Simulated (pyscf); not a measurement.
Optimised with ωB97X-D3(BJ)/def2-SVP in PySCF. Singlets are restricted, triplets unrestricted.

Singlet (Å):
```xyz
13

Si    -0.1869     1.2115    -2.9110
Si    -1.9790    -0.0764    -2.0896
Si    -1.4157    -1.6762    -0.4858
Si     0.0323    -0.3266     0.7379
Si     1.1667     0.5741    -1.0925
H     -2.5685     1.0496    -1.2737
H     -2.9954    -0.4863    -3.1037
H     -2.5965    -2.2017     0.2595
H     -0.6579    -2.8115    -1.0922
H     -0.7447     0.7213     1.4653
H      0.9300    -1.0398     1.6925
H      1.7354    -0.6394    -1.7890
H      2.3002     1.4946    -0.7800
```

Triplet (Å):
```xyz
13

Si     0.3582     1.6369    -2.1427
Si     1.1401    -0.5256    -1.8518
Si    -0.0350    -1.0803     0.0950
Si    -2.1104    -0.0731    -0.2671
Si    -1.5117     2.1110    -0.8576
H      0.7585    -1.4252    -2.9824
H      2.6214    -0.5775    -1.6812
H      0.6323    -0.3989     1.2456
H     -0.1087    -2.5476     0.3628
H     -3.0388    -0.1550     0.8998
H     -2.7506    -0.7127    -1.4564
H     -1.1788     2.9207     0.3535
H     -2.5688     2.8244    -1.6319
```

Task: For these two minima of cyclic H₈Si₅ (SMILES [Si]1[SiH2][SiH2][SiH2][SiH2]1), which spin state lies lower at ωB97X-D3(BJ)/def2-TZVP, and by how much (electronic energies)?

Result: The singlet, by 9.3 kcal/mol. Zero-point energy shifts E(triplet) − E(singlet) by +0.6 kcal/mol. The 7 functionals that were run give +2.0 (r²SCAN) to +12.1 kcal/mol (ωB97M-D3(BJ)). cyclic H₈Si₅ (SMILES [Si]1[SiH2][SiH2][SiH2][SiH2]1) [singlet] lies 8.2 kcal/mol over its isomer cyclic H₈Si₅ (SMILES [SiH]1=[SiH][SiH2][SiH2][SiH2]1), and others may lie lower still (electronic energy, ωB97M-D3(BJ)). 

E(triplet) − E(singlet) by level (kcal/mol):

| level | gap |
|---|---|
| ωB97X-D3(BJ)/def2-TZVP | +9.3 |
| PBE/def2-TZVP | +6.8 |
| r²SCAN/def2-TZVP | +2.0 |
| B3LYP-D3(BJ)/def2-TZVP | +8.5 |
| PBE0-D3(BJ)/def2-TZVP | +4.9 |
| M06-2X/def2-TZVP | +7.5 |
| ωB97M-D3(BJ)/def2-TZVP | +12.1 |
| HF/def2-TZVP | -7.9 |

The triplet is the lowest one reached from the SCF start used.
